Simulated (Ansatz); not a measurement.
Compare A (`C=C(N)[SiH3]`) with its isomer B (`C/C=N\[SiH3]`).

Calculated with Ansatz (gas phase, PBE0-D4/def2-TZVP geometries, no zero-point term in ΔE). CCSD(T)/CBS is the MP2 limit (def2-TZVPP, def2-QZVPP) plus CCSD(T) − MP2 in def2-TZVPP, frozen cores. DFT in def2-TZVPP. B3LYP here is the variant with VWN-RPA as its local correlation; programs differ in this. One conformer a species, not always the lowest.

A:

Z-matrix (Å, degrees):
```
Si
C 1 1.873
H 1 1.491 2 109.5
H 1 1.487 2 111.1 3 118.3
H 1 1.483 2 109.2 3 -120.2
N 2 1.386 1 116.8 3 -53.8
C 2 1.339 1 119.2 3 130.9
H 6 1.007 2 116.5 1 34.0
H 6 1.009 2 115.9 1 169.6
H 7 1.081 2 120.9 1 -0.8
H 7 1.088 2 122.0 1 178.2
```

B:

Z-matrix (Å, degrees):
```
C
C 1 1.495
H 1 1.095 2 109.6
H 1 1.095 2 109.6 3 116.4
H 1 1.090 2 112.5 3 -121.8
N 2 1.258 1 128.7 3 121.7
H 2 1.101 1 113.8 3 -58.3
Si 6 1.729 2 132.5 1 0.0
H 8 1.484 6 107.0 2 -121.3
H 8 1.495 6 116.9 2 -0.0
H 8 1.484 6 107.1 2 121.2
```

(1) Which is lower in electronic energy at CCSD(T)/CBS, and by how much? (Estimate.)

(2) Give E(B) − E(A) in kJ/mol with PBE-D4, ωB97M-V, LDA (SPW92), PBE0-D4, B3LYP, B2PLYP, CCSD/def2-TZVPP. (An estimate is asked.)

(3) Does the order hold for the free energy at 298.15 K (harmonic terms from PBE0-D4)? (Best estimate.)

Largest T1 diagnostic: 0.013.

Answers

(1) Ansatz gave: B, by 43.9 kJ/mol.

(2) The calculation gave: PBE-D4 -37.1, ωB97M-V -43.6, LDA (SPW92) -27.6, PBE0-D4 -38.8, B3LYP -46.7, B2PLYP -47.9, CCSD/def2-TZVPP -48.7. None reverses the order clearly.

(3) The calculation gave: Yes: G(B) − G(A) = -46.8 kJ/mol, for one conformer each.

At CCSD(T), def2-SVP lies −3.5 kJ/mol from the extrapolated value and def2-TZVPP −3.1 kJ/mol. Leaving LDA and LC-ωPBE aside and taking each functional with its dispersion term where it has one, the values, not all of them listed here, spread over 12.8 kJ/mol, from B97M-V to PBE-D4. LDA lies +10.3 kJ/mol from PBE without D4.
